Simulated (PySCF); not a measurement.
# Shieldings and the share of exact exchange

Molecule: `InChI=1S/H5O2PSi/c1-4(2)3/h1-2,4H,3H2`.

Molfile (atoms numbered from 1):
```
H5O2PSi
     RDKit          3D

  9  8  0  0  0  0  0  0  0  0999 V2000
   -0.9977   -1.0987    0.9191 O   0  0  0  0  0  0  0  0  0  0  0  0
   -0.1273   -0.0467   -0.0172 Si  0  0  0  0  0  4  0  0  0  0  0  0
   -0.9816    1.3583   -0.2663 O   0  0  0  0  0  0  0  0  0  0  0  0
    1.6874    0.3977    1.2248 P   0  0  0  0  0  0  0  0  0  0  0  0
   -1.8493   -1.3873    0.5769 H   0  0  0  0  0  0  0  0  0  0  0  0
    0.1666   -0.6341   -1.3654 H   0  0  0  0  0  0  0  0  0  0  0  0
   -1.0808    1.6472   -1.1771 H   0  0  0  0  0  0  0  0  0  0  0  0
    2.3554    1.0325    0.1306 H   0  0  0  0  0  0  0  0  0  0  0  0
    2.2784   -0.8762    0.9570 H   0  0  0  0  0  0  0  0  0  0  0  0
  1  2  1  0
  2  3  1  0
  2  4  1  0
  1  5  1  0
  2  6  1  0
  3  7  1  0
  4  8  1  0
  4  9  1  0
M  END
```

GIAO shieldings (ppm, equivalent atoms averaged) in PySCF 2.14 on the PBE0-D3(BJ)/def2-SVP geometry, basis pcSseg-2, gas phase, non-relativistic:

| functional | exact exchange (%) | σ(O1/O3) | σ(Si2) |
| --- | --- | --- | --- |
| BLYP | 0 | 243.2 | 317.3 |
| BP86 | 0 | 245.3 | 324.9 |
| PBE | 0 | 244.5 | 325.4 |
| B3LYP | 20 | 252.7 | 332.0 |
| mPW1PW91 | 25 | 256.9 | 343.4 |
| BHandHLYP | 50 | 264.0 | 354.6 |
| HF | 100 | 279.5 | 396.8 |

Question: Fit each shielding as a line in the percentage of exact exchange.

Answer: σ(O1/O3) = 245.3 + 0.35 x (rms 1.5 ppm); σ(Si2) = 321.6 + 0.73 x (rms 3.6 ppm). The functionals also differ in their semilocal parts, which the line can't hold; Hartree–Fock has no correlation at all.

Question: What does the line predict for PBE0 (25 %), and what does the run give?

Answer: σ(O1/O3): 254.1 predicted, 256.4 computed; σ(Si2): 339.9 predicted, 344.0 computed ppm.
